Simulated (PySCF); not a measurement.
C2H8N2Si2, SMILES CC1=N[Si@@H](N)[SiH2]1. Heavy atoms are numbered as in [CH3:1][C:2]1=[N:3][Si@@H:4]([NH2:5])[SiH2:6]1. Hydrogens are named by the atom that carries them.

Geometry optimised at TPSSh-D3(BJ)/def2-SVP. The structure was generated by enumeration; whether it is a known compound was not checked. The values are those of a single conformer.

Computed with PBE/def2-TZVP (PySCF).

ESP charges are fitted to the potential on shells at 1.4 to 2.0 van der Waals radii. Atomic charges (e), one atom of each kind:

```
atom        ESP fit  meta-Löwdin
----------  -------  -----------
C1 (CH3)      -0.58          [?]
C2             0.57          [?]
N3            -0.64        -0.47
Si4 (SiH)      0.75         0.70
N5 (NH2)      -1.08        -0.70
Si6 (SiH2)    -0.25         0.19
H on C1        0.16          [?]
H on Si4      -0.11        -0.09
H on N5        0.42          [?]
H on Si6       0.02          [?]
```

### Question
What belongs in the gaps? (Estimate from the structure and the level; the computed values follow.)

### Answer

- C1 (CH3), meta-Löwdin: -0.36
- C2, meta-Löwdin: 0.00
- H on C1, meta-Löwdin: 0.13
- H on N5, meta-Löwdin: 0.24
- H on Si6, meta-Löwdin: -0.06

Computed Mayer and Wiberg (Löwdin basis) orders of the bonds:
```json
[
 {"bond": "C1–C2", "Mayer": "0.92", "Wiberg": "1.33"},
 {"bond": "C2–N3", "Mayer": "1.86", "Wiberg": "2.16"},
 {"bond": "N3–Si4", "Mayer": "0.98", "Wiberg": "1.17"},
 {"bond": "Si4–N5", "Mayer": "1.21", "Wiberg": "1.59"},
 {"bond": "C2–Si6", "Mayer": "0.94", "Wiberg": "1.04"},
 {"bond": "Si4–Si6", "Mayer": "0.93", "Wiberg": "1.02"}
]
```
